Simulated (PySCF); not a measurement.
Isomers of C8H9Cl, mass 140.039 u with the commonest isotopes. Level of theory: PySCF, PBE0-D3(BJ)/def2-SVP geometry optimisation, gas phase. One conformer each, none proved a minimum here; rigid rotors.

Question: Order these by rotational constant A, smallest first.
A. `[CH:1]#[C:2][C@:3]1([CH2:4][Cl:5])[CH:6]=[CH:7][CH2:8][CH2:9]1` with C2–C3–C4–Cl5 60°, C2–C3–C6–C7 -138°, C6–C7–C8–C9 14°, C7–C8–C9–C3 -23°, C2–C3–C9–C8 145°
B. `[CH3:1][CH2:2][c:3]1[cH:4][cH:5][c:6]([Cl:7])[cH:8][cH:9]1` with C1–C2–C3–C4 89°
C. `[Cl:1][CH2:2][C@H:3]1[C@H:4]2[CH:5]=[CH:6][C@@H:7]1[CH:8]=[CH:9]2` with Cl1–C2–C3–C4 -173°

Answer: A (1909 MHz), C (2986 MHz), B (4381 MHz).

Question: Order these by out-of-plane moment Σ m c² = (Ia + Ib − Ic)/2, largest first.
A. `[CH:1]#[C:2][C@:3]1([CH2:4][Cl:5])[CH:6]=[CH:7][CH2:8][CH2:9]1` with C2–C3–C4–Cl5 60°, C2–C3–C6–C7 -138°, C6–C7–C8–C9 14°, C7–C8–C9–C3 -23°, C2–C3–C9–C8 145°
B. `[CH3:1][CH2:2][c:3]1[cH:4][cH:5][c:6]([Cl:7])[cH:8][cH:9]1` with C1–C2–C3–C4 89°
C. `[Cl:1][CH2:2][C@H:3]1[C@H:4]2[CH:5]=[CH:6][C@@H:7]1[CH:8]=[CH:9]2` with Cl1–C2–C3–C4 -173°

Answer: C (75.08 u·Å²), A (66.38 u·Å²), B (23.92 u·Å²).

Question: Order these by rotational constant B, largest first.
A. `[Cl:1][CH2:2][C@H:3]1[C@H:4]2[CH:5]=[CH:6][C@@H:7]1[CH:8]=[CH:9]2` with Cl1–C2–C3–C4 -173°
B. `[CH:1]#[C:2][C@:3]1([CH2:4][Cl:5])[CH:6]=[CH:7][CH2:8][CH2:9]1` with C2–C3–C4–Cl5 60°, C2–C3–C6–C7 -138°, C6–C7–C8–C9 14°, C7–C8–C9–C3 -23°, C2–C3–C9–C8 145°
C. `[CH3:1][CH2:2][c:3]1[cH:4][cH:5][c:6]([Cl:7])[cH:8][cH:9]1` with C1–C2–C3–C4 89° (1-chloro-4-ethylbenzene)

Answer: B (1130 MHz), A (955.2 MHz), C (666.7 MHz).

```
                       SMILES  point group  Ia (u·Å²)  Ib (u·Å²)  Ic (u·Å²)      κ  μa (D)  μb (D)  μc (D)
          C#C[C@]1(CCl)C=CCC1           C1     264.68     447.43     579.36  -0.50    1.99    0.27    0.67
               CCc1ccc(Cl)cc1           Cs     115.36     758.07     825.59  -0.97    2.03    0.00    0.13
ClC[C@H]1[C@H]2C=C[C@@H]1C=C2           C1     169.25     529.06     548.16  -0.97    1.67    0.76    0.57
```
